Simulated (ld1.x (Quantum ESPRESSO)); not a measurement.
## nitrogen: excitation energies, all-electron against RRKJ

nitrogen (N), norm-conserving RRKJ (Kleinman–Bylander form), made with ld1.x (Quantum ESPRESSO) 7.5 (LDA (PZ), scalar-relativistic). Core none, reference 1s2 2s2 2p1.5 (charge +1.5). Waves: 2p (bound): rc 1.50 bohr; 1s (bound): rc 0.30 bohr. Local part: the s channel. Core correction: none.

Occupied shells without a wave of their own: 2s. They enter only through the test configuration that unscreens the potential.

Energies are relative to the spin-unpolarised reference configuration 1s2 2s2 2p1.5; without spin polarisation the order of configurations can differ from experiment. Spin-polarised rows fill each open shell by Hund’s rule, majority spin first.

```
         valence configuration  charge  ΔE all-electron (eV)  error AE − PS (meV)
                   1s2 2s2 2p3       0               -26.116                  +62
                   1s2 2s2 2p2      +1               -12.384                  +14
                   1s2 2s2 2p1      +2                16.586                  +24
                   1s2 2s1 2p0      +4               141.224                +1071
                   1s2 2s1 2p4       0               -14.912                 +379
                   1s1 2s2 2p3      +1               390.655                +2226
1s2 2s2 2p1.5 (spin-polarised)    +1.5                -1.087                  +35
  1s2 2s2 2p3 (spin-polarised)       0               -29.008                 +174
```

**Question.** What are ΔE and the potential's error for 1s2 2s2 2p0?

**Answer.** ΔE = 63.751 eV all-electron; the error (AE − PS) is +333 meV.

Levels in the configuration 1s2 2s2 2p3 (spin-polarised):

```tsv
level	all-electron (eV)	pseudo (eV)
1s up	-381.096	-381.596
2s up	-19.580	-19.323
2p up	-8.344	-8.421
1s down	-379.375	-380.537
2s down	-15.400	-15.027
```

The 2s level has no wave, so the channel is fitted at the deeper level alone: the likely source of the large errors.

A Bessel basis up to 400 Ry misses an occupied level by 0.79 Ry, so cutoffs and ghosts were not judged. The potential misses its own reference levels by up to 0.3 eV.
